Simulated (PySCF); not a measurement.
Isomers of CH8N2Si, mass 76.046 u with the commonest isotopes. Computed with PBE0-D3(BJ)/def2-SVP geometry optimisation, gas phase in PySCF. One conformer each, none proved a minimum here; rigid rotors.

**Question.** Order these by out-of-plane moment Σ m c² = (Ia + Ib − Ic)/2, smallest first.
A. `[CH3:1][NH:2][SiH2:3][NH2:4]` with C1–N2–Si3–N4 -153°, N2–Si3–N4–H -150° and 62°
B. `[NH2:1][CH2:2][SiH2:3][NH2:4]` with H–N1–C2–Si3 68° and -46°, N1–C2–Si3–N4 52°, C2–Si3–N4–H -151° and 71°
C. `[CH3:1][SiH:2]([NH2:3])[NH2:4]` with C1–Si2–N3–H 38° and 179°, C1–Si2–N4–H -91° and 59°

**Answer.** A (7.14 u·Å²), B (11.53 u·Å²), C (12.40 u·Å²).

**Question.** Order these by radius of gyration √(Σ m r²/M), largest first.
A. `[NH2:1][CH2:2][SiH2:3][NH2:4]` with H–N1–C2–Si3 68° and -46°, N1–C2–Si3–N4 52°, C2–Si3–N4–H -151° and 71°
B. `[CH3:1][SiH:2]([NH2:3])[NH2:4]` with C1–Si2–N3–H 38° and 179°, C1–Si2–N4–H -91° and 59°
C. `[CH3:1][NH:2][SiH2:3][NH2:4]` with C1–N2–Si3–N4 -153°, N2–Si3–N4–H -150° and 62°

**Answer.** C (1.590 Å), A (1.523 Å), B (1.456 Å).

**Question.** Order these by rotational constant C, smallest first.
A. `[NH2:1][CH2:2][SiH2:3][NH2:4]` with H–N1–C2–Si3 68° and -46°, N1–C2–Si3–N4 52°, C2–Si3–N4–H -151° and 71°
B. `[CH3:1][NH:2][SiH2:3][NH2:4]` with C1–N2–Si3–N4 -153°, N2–Si3–N4–H -150° and 62°
C. `[CH3:1][SiH:2]([NH2:3])[NH2:4]` with C1–Si2–N3–H 38° and 179°, C1–Si2–N4–H -91° and 59°

**Answer.** B (2731 MHz), A (3064 MHz), C (3397 MHz).

```tsv
SMILES	point group	Ia (u·Å²)	Ib (u·Å²)	Ic (u·Å²)	κ	μa (D)	μb (D)	μc (D)
C[SiH](N)N	C1	80.17	93.41	148.79	0.39	0.09	0.08	0.45
CN[SiH2]N	C1	30.22	169.13	185.07	-0.96	0.31	1.02	0.13
NC[SiH2]N	C1	54.82	133.18	164.95	-0.76	1.73	0.52	0.03
```
